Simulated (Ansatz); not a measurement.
Born–Oppenheimer molecular dynamics of CH$_{9}$BN$_{2}$Si (14 atoms, charge 0, multiplicity 1). It starts from a relaxed structure.

Computed with UKS B3LYP-D4/STO-3G in Ansatz.

```json
{"ensemble": "NVE (velocity Verlet)", "time step": "0.5 fs", "steps asked": "387", "starting velocities drawn for": "1500 K", "masses": "H 3.016 u", "seed": "372644"}
```

First frame:

```xyz
14
Properties=species:S:1:pos:R:3
B -1.615 1.039 1.553
Si -0.669 0.379 -0.042
N -0.070 1.707 -1.057
N 0.681 -0.657 0.504
C 1.264 -1.560 -0.542
H -1.966 2.154 1.653
H -1.871 0.315 2.441
H -1.582 -0.364 -0.901
H 0.651 2.266 -0.535
H 0.462 1.327 -1.882
H 0.391 -1.264 1.311
H 2.125 -2.115 -0.127
H 1.635 -0.949 -1.385
H 0.553 -2.307 -0.962
```

**Question.** How far do the bonds stretch over the last three quarters of this one trajectory? (Pairs bonded in most of those frames.)

**Answer.** 
| bond | mean (Å) | spread (Å) | shortest | longest |
| --- | --- | --- | --- | --- |
| B1–Si2 | 1.994 | 0.086 | 1.84 | 2.17 |
| B1–H6 | 1.184 | 0.053 | 1.09 | 1.29 |
| B1–H7 | 1.180 | 0.033 | 1.10 | 1.26 |
| Si2–N3 | 1.816 | 0.064 | 1.70 | 1.92 |
| Si2–N4 | 1.778 | 0.067 | 1.64 | 1.91 |
| Si2–H8 | 1.467 | 0.027 | 1.42 | 1.52 |
| N3–H9 | 1.069 | 0.058 | 0.96 | 1.17 |
| N3–H10 | 1.066 | 0.053 | 0.97 | 1.18 |
| N4–C5 | 1.504 | 0.053 | 1.42 | 1.62 |
| N4–H11 | 1.056 | 0.064 | 0.95 | 1.16 |
| C5–H12 | 1.111 | 0.030 | 1.05 | 1.17 |
| C5–H13 | 1.111 | 0.016 | 1.07 | 1.15 |
| C5–H14 | 1.115 | 0.031 | 1.06 | 1.18 |

Mean temperature of the second half: 737 K. The conserved energy stayed within 0.54 meV per atom of its start (net change 0.2 meV per atom), so the integration is sound. Over the second half the temperature averaged 0.49 of the 1500 K drawn at the start: a run that starts near a minimum puts about half its kinetic energy into the potential. A run of 0.19 ps of so small a system gives no equilibrium averages. Limits of this set-up: minimal basis.

Run time: 26 min on 1 thread of Arm Neoverse V1 (shared host), peak memory 0.15 GiB.
